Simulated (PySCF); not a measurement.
CH2BF3O, SMILES FC(BO)(F)F.

The structure is a stationary point at B3LYP-D3(BJ)/def2-SVP. One conformer was computed; it need not be the lowest.

Level of theory: PySCF with CAM-B3LYP/def2-TZVP.

Computed frontier levels, gap, dipole moment and polarisability:
The highest occupied level is -11.14 eV and the lowest empty level comes out as -0.08 eV. The orbital gap is 11.06 eV and the dipole moment is 1.33 D. The quadrupole, principal values (traceless, Buckingham form, about the centre of nuclear charge) is -4.94, 0.64, 4.30 D·Å and the mean static polarisability is 31.1 bohr³ (4.61 Å³). The polarisability, principal values comes out as 27.1, 31.5, 34.7 bohr³.
